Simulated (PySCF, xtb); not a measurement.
YCl2, SMILES [Cl][Y][Cl] (connectivity only; charge and spin as stated), neutral, multiplicity 2.

Harmonic wavenumbers (cm⁻¹) from GFN2-xTB run with xtb at its own minimum, in rising order: 94, 241, 274.

### Question
What does PBE-D3(BJ)/def2-TZVP run with PySCF give at its own minimum? (The exact figures need the calculation; the answer reports its results.)

### Answer
65, 347, 369. Paired by order, the mean absolute difference is 77 cm⁻¹ and the zero-point energies are 0.9 and 1.1 kcal/mol.
